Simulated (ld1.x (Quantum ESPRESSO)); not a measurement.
# Before and after: PAW potential for Sc

scandium, PAW, made with ld1.x (Quantum ESPRESSO) 7.5 (revPBE, scalar-relativistic). Core [Ne], reference 3s2 3p6 3d0 4s0 4p0 (charge +3). Waves: 3s (bound): rcut 1.55, rcutus 1.90 bohr; 4s (bound, empty): rcut 1.55, rcutus 1.90 bohr; 3p (bound): rcut 1.45, rcutus 1.70 bohr; 4p (bound, empty): rcut 1.45, rcutus 1.70 bohr; 3d (bound, empty): rcut 1.75, rcutus 2.30 bohr; 3d channel at 2.55 Ry: rcut 1.75, rcutus 2.30 bohr. Local part: all-electron potential smoothed inside 1.90 bohr (lloc = -1). Core correction: a·sin(br)/r model core, default radius (ld1.x builds one for every PAW set, though the input has nlcc=.false.). Augmentation charge: BESSEL, radius 1.40 bohr.

All-electron outer shells of the reference configuration (revPBE, scalar-relativistic, ld1.x):

```csv
shell,level (eV),outermost node (bohr),outermost maximum (bohr)
2p,-421.32,–,0.23
3s,-86.45,0.42,0.92
3p,-64.58,0.39,0.96
3d,-32.23,–,1.02
4s,-25.02,1.27,2.54
4p,-19.88,1.38,2.84
```

Change: local potential all-electron potential smoothed inside 1.68 bohr (lloc = -1).

Cutoffs: the cutoffs (Ry, on a coarse ladder) from which the occupation-weighted sum of valence levels, in a spherical-Bessel basis at the reference potential, stays within 10 and 1 mRy of its value at 400 Ry; they do not see the model core or the augmentation charge, which bear on the density cutoff. Errors are all-electron minus pseudo energies relative to the spin-unpolarised reference configuration.

Q: How do hardness, ghosts and transferability respond?

A: The potential gets neither clearly harder nor softer (30 Ry and 50 Ry → 30 Ry and 50 Ry); of the 7 tests that both files solve, the error grows in 3 and shrinks in 2 by more than 15 % and 0.3 meV (median size 1.3 → 2.2 meV); the range in which the p phases agree narrows (upper end 3.8 → 2.4); neither file shows a bound ghost.

```tsv
quantity	base	changed
cutoff, loose	30 Ry	30 Ry
cutoff, tight	50 Ry	50 Ry
bound ghosts	none	none
error for 3s2 3p6 3d1 4s2 4p0, meV [ΔE -44.27 eV]	-1.3	+0.6
error for 3s2 3p6 3d1 4s1 4p0, meV [ΔE -37.44 eV]	-0.5	+0.7
error for 3s2 3p6 3d1 4s0 4p0, meV [ΔE -24.80 eV]	+0.4	+0.3
error for 3s2 3p6 3d2 4s0 4p0, meV [ΔE -36.79 eV]	-2.9	-3.6
error for 3s2 3p6 3d0 4s2 4p0, meV [ΔE -35.94 eV]	+0.8	+2.2
error for 3s1 3p6 3d1 4s2 4p0, meV [ΔE 17.76 eV]	-11	-6.4
error for 3s2 3p6 3d0 4s2 4p1, meV [ΔE -40.85 eV]	+1.5	+4.0
s: phases at 2.49 bohr within 0.05 rad from the reference energy up to (Ry; the scan ends near 5)	4.4	4.6
p: phases at 2.49 bohr within 0.05 rad from the reference energy up to (Ry; the scan ends near 5)	3.8	2.4
d: phases at 2.49 bohr within 0.05 rad from the reference energy up to (Ry; the scan ends near 5)	to the end of the scan	to the end of the scan
lowest overlap eigenvalue by channel	s 0.04, p 0.21, d 0.80	s 0.06, p 0.20, d 0.80
```
